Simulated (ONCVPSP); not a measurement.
# Potentials for silicon compared

Generated with ld1.x 7.5 (TM, RRKJ, ultrasoft, PAW), atompaw 4.2 or ONCVPSP 4.0.1. The cutoff is in Ry: for ld1.x and atompaw files where the sum of valence levels is converged to 10 mRy in a Bessel basis, for ONCV files where the hardest occupied wave has 1 mHa per electron of residual kinetic energy. The error is the largest all-electron minus pseudo excitation energy over each file’s own four to seven test configurations (ionisations up to +4, promotions, holes and added fractions of an electron), all of which were solved. The labels leave out finer settings (local radius, basis sizes, second energies), which also bear on the numbers. Spin-polarised tests are not counted. The rows are a selection from randomly drawn settings: files with unsolved tests, undetermined cutoffs or missed reference levels are left out.

A true bound ghost makes a file unfit for plane-wave use even where its test errors are small: the radial tests pick states by their node count and pass the ghost by.

| potential | cutoff (Ry) | largest error (meV) | bound ghosts |
| --- | --- | --- | --- |
| ONCV, LDA (Perdew-Zunger), non-relativistic, rc 2.00/2.25/2.50 (spd), local smoothed, core correction no, reference 3s2 3p2, qcut 3.5/3.9/4.5, projectors 2/2/1 | 26 | +217 | none |
| ONCV, Wu-Cohen, scalar-relativistic, rc 1.50/1.30/1.30 (spd), local smoothed, core correction yes, reference 3s2, qcut 5.3/6.3/7.1, projectors 2/2/2 | 17 | -128 | s, p |

(1) Fill in the row for Si: ONCV, LDA (Perdew-Wang 92), scalar-relativistic, rc 1.65/2.10/2.10 (spd), local smoothed, core correction yes, reference 3s2 3p1, qcut 3.7/4.2/5.1, projectors 2/1/1.

(2) Fill in the row for Si: ONCV, PBE, scalar-relativistic, rc 1.40/2.15 (sp), local smoothed, core correction no, reference 3s1.5 3p2.5, qcut 3.6/3.9, projectors 2/2.

(3) Fill in the row for Si: ONCV, BLYP, scalar-relativistic, rc 0.95/0.65/0.75 (spd), local smoothed, core correction yes, reference 2s2 2p6 3s2, qcut 14.8/26.8/14.8, projectors 3/2/2.

## Answers

(1) cutoff 20 Ry, largest error +44 meV, bound ghosts: none.

(2) cutoff 16 Ry, largest error +45 meV, bound ghosts: none.

(3) cutoff 430 Ry, largest error +3.2 meV, bound ghosts: s.
